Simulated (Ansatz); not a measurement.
Consider the redistribution: `CSB(F)F` + `N#CB(Cl)Cl` → `N#CB(F)F` + `CSB(Cl)Cl`.

Program: Ansatz. Geometries: PBE0-D4/def2-TZVP. ΔE: electronic, gas phase. CCSD(T)/CBS adds triple-zeta CCSD(T) − MP2 to the extrapolated MP2 energy (def2 sets, frozen cores). This one scheme is used for every species. Functionals use def2-TZVPP. One conformer a species, not always the lowest.

`CSB(F)F`:

Z-matrix (Å, degrees):
```
C
S 1 1.812
H 1 1.088 2 110.8
H 1 1.088 2 110.8 3 -122.5
H 1 1.089 2 106.5 3 118.8
B 2 1.791 1 101.2 3 62.8
F 6 1.323 2 122.5 1 0.1
F 6 1.320 2 119.6 1 -179.9
```

`N#CB(Cl)Cl`:

Cartesian coordinates in Å:
```
N 0.579 1.800 1.075
C 0.272 0.847 0.506
B -0.135 -0.420 -0.251
Cl 0.495 -1.943 0.265
Cl -1.211 -0.283 -1.595
```

`N#CB(F)F`:

Cartesian coordinates in Å:
```
N -0.120 -1.671 1.277
C -0.055 -0.759 0.580
B 0.033 0.466 -0.356
F 0.994 1.336 -0.201
F -0.853 0.629 -1.300
```

`CSB(Cl)Cl`:

Cartesian coordinates in Å:
```
C -0.699 0.488 -0.994
S 0.775 0.880 -0.026
B 0.897 -0.454 1.140
Cl -0.243 -1.781 1.206
Cl 2.235 -0.412 2.267
H -0.579 -0.464 -1.509
H -0.807 1.287 -1.727
H -1.580 0.457 -0.357
```

```csv
level,ΔE (kJ/mol)
r2SCAN0-D4,-8.7
HF/def2-SVP,-6.0
HF/def2-TZVPP,-5.8
SCS-MP2/def2-TZVPP,-10.9
```

Question: What does CCSD(T)/CBS give? (Estimate.)

Answer: Ansatz gave: -12.8 kJ/mol. The listed levels differ from it by 4.1, 6.8, 7.0, 1.9 kJ/mol.

Largest T1 diagnostic among the species: 0.014.

At CCSD(T), def2-SVP lies +4.1 kJ/mol from the extrapolated value and def2-TZVPP +2.8 kJ/mol. In def2-TZVPP, CCSD(T) changes the Hartree–Fock value by −4.3 kJ/mol (the triples alone add −0.9 kJ/mol) and MP2 by −7.3 kJ/mol.
